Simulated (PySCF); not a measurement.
Species: CH₇BFPSi.
SMILES: `CB(F)P[SiH3]`

Jobs on this species (12 atoms, 56 electrons) with PySCF (density fitting). Hardware of each: one thread of an Arm Neoverse V2, no GPU, on a shared host. Times come from a shared host and carry two figures at best. Peak memory is the resident size of the whole Python process, interpreter and libraries included.

```
level and settings                                     work  basis functions  SCF cycles  wall time  peak memory
     PBE0/IGLO-III  shieldings, charges and field gradients              263           ?          ?            ?
      KT2/pcSseg-2                               shieldings              292           ?          ?            ?
     PBE0/def2-SVP  shieldings, charges and field gradients              113           ?          ?            ?
       PBE0/6-31G*  shieldings, charges and field gradients               92          12      6.2 s     0.51 GiB
     PBE0/pcSseg-2                               shieldings              292          12       34 s      1.1 GiB
BHandHLYP/pcSseg-2                               shieldings              292          12       34 s      1.1 GiB
     PBE0/pcSseg-0  shieldings, charges and field gradients               67          12      4.1 s     0.42 GiB
      KT3/pcSseg-2                               shieldings              292          15       42 s     0.91 GiB
    PBE0/def2-TZVP  shieldings, charges and field gradients              209          13       17 s     0.95 GiB
```

Task: Fill in the missing figures.

Result: 
- PBE0/IGLO-III; shieldings, charges and field gradients: 22 s, 0.93 GiB, 13 SCF cycles
- KT2/pcSseg-2; shieldings: 42 s, 0.91 GiB, 15 SCF cycles
- PBE0/def2-SVP; shieldings, charges and field gradients: 6.7 s, 0.58 GiB, 12 SCF cycles

Task: What do all jobs in the table cost together?

Result: About 3.5 min; the longest takes about 20 % of that, and about 10 times as long as the shortest.
